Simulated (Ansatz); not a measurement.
Basis-set extrapolation for C9H18O2, SMILES `CCCCC(=O)OCC(C)C` (PBE0-D4/def2-TZVP geometry, frozen core, Ansatz 0.2.0). Multiplicity 1, RHF reference.

|  | def2-TZVPP | def2-QZVPP |
| --- | --- | --- |
| HF | -501.243791 | -501.266759 |
| MP2 correlation | -2.015032 | -2.149129 |
| CCSD(T) correlation | -2.189247 | not run |

Energies in hartree. Use E(X) = E(∞) + A·exp(−7.88·√X) for Hartree–Fock and E(X) = E(∞) + B·X^(−2.97) for correlation, with X = 3 and 4, and add CCSD(T) minus MP2 of the smaller set to the MP2 limit.

Question: What is the CCSD(T) energy at the basis-set limit?

Answer: HF limit: -501.266759 + (-0.022968) × 0.13774 = -501.26992. MP2 limit: -2.149129 + (-0.134097) × 0.74074 = -2.24846. Higher-order term: -2.189247 − (-2.015032) = -0.17421. Total: -503.69259 hartree, 681.5 kJ/mol below CCSD(T)/def2-TZVPP.
